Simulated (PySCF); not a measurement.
GeH₃, SMILES [GeH3] (connectivity only; charge and spin as stated), charge +1, multiplicity 1. Heavy atoms are numbered as in [GeH3:1]. Hydrogens are named by the atom that carries them.

The structure is a stationary point at PBE0-D3(BJ)/def2-TZVPD. The spin state was assumed, not searched. The isomer is the one that the SMILES or the coordinates give; other isomers of the formula were not compared.

Level of theory: PySCF with KT2/pcSseg-2.

GIAO shieldings, no solvent; atoms alike by connectivity are averaged. δ = σ(ref) − σ: ⁷³Ge against GeH4 (σ = 1672.1 ppm); ¹H against TMS (σ = 31.47 ppm), references at their B3LYP-D3(BJ)/def2-TZVP geometries, non-relativistic.

| nucleus | atoms | count | δ (ppm) |
|---|---|---|---|
| ⁷³Ge | Ge1 (GeH3) | 1 | 1155.1 |
| ¹H | H on Ge1 | 3 | 9.60 |
